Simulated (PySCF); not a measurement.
Excitations are Tamm–Dancoff values on a coarser integration grid. The basis has no diffuse functions, so Rydberg states are missing or too high.

**C$_{3}$H$_{5}$I, SMILES `C1(I)CC1` (charge 0, multiplicity 1)**

All values below come from TPSSh-D3(BJ)/def2-TZVP run with PySCF.

```
Property                                                      Value
-------------------------------------------  ----------------------
HOMO                                                       -6.45 eV
dipole moment                                             0.400 e·Å
HOMO–LUMO gap                                               5.23 eV
LUMO                                                       -1.22 eV
S1 excitation (TDA)                                         4.80 eV
S1 oscillator strength                                        0.000
brightest of the four lowest singlets (TDA)                 6.74 eV
T1 excitation (TDA)                                         4.15 eV
S1–T1 gap (TDA)                                             0.65 eV
total energy                                           -11292.04 eV
cost                                         roughly 8 core-minutes
```

Bonded distances (Å): I1–C2 2.123, C2–C3 1.495, C2–C4 1.495, C2–H5 1.081, C3–C4 1.510, C3–H6 1.083, C3–H7 1.082, C4–H8 1.082, C4–H9 1.083. Angles (°): I1–C2–C3 120.5, I1–C2–C4 120.5, I1–C2–H5 109.8, C3–C2–C4 60.7, C3–C2–H5 119.0, C4–C2–H5 119.0, C2–C3–C4 59.7, C2–C3–H6 117.2, C2–C3–H7 118.0, C4–C3–H6 119.1, C4–C3–H7 117.2, H6–C3–H7 114.7, C2–C4–C3 59.7, C2–C4–H8 118.0, C2–C4–H9 117.2, C3–C4–H8 117.2, C3–C4–H9 119.0, H8–C4–H9 114.7.
Charge 0, spin multiplicity 1.
